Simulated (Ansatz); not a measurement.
Cl$_{2}$Ga$_{2}$H$_{4}$, SMILES `[Cl+]1[GaH2-][Cl+][GaH2-]1`. Charge 0, multiplicity 1. Geometry: relaxed with PBE0-D4/def2-TZVP.

```xyz
8

Cl   -0.305    1.275   -1.040
Ga    0.313    1.078    1.231
Cl    0.302   -1.275    1.040
Ga   -0.312   -1.078   -1.231
H     1.804    1.501    1.314
H    -0.947    1.453    2.058
H     0.948   -1.451   -2.056
H    -1.803   -1.503   -1.316
```

Task: What is the dipole moment at r2SCAN/def2-TZVPP? (An estimate is asked.)

Result: The calculation gave: 0.00 D, zero by symmetry or nearly so.

Task: Give the Mulliken charges with r2SCAN, ωB97M-V, PBE in def2-TZVPP. (Best estimate.)

Result: Computed: 
| atom | r2SCAN | ωB97M-V | PBE |
| --- | --- | --- | --- |
| Cl1 | -0.29 | -0.26 | -0.24 |
| Ga2 | 0.40 | 0.31 | 0.30 |
| Cl3 | -0.29 | -0.26 | -0.24 |
| Ga4 | 0.40 | 0.31 | 0.30 |
| H5 | -0.06 | -0.02 | -0.03 |
| H6 | -0.06 | -0.02 | -0.03 |
| H7 | -0.06 | -0.02 | -0.03 |
| H8 | -0.06 | -0.02 | -0.03 |
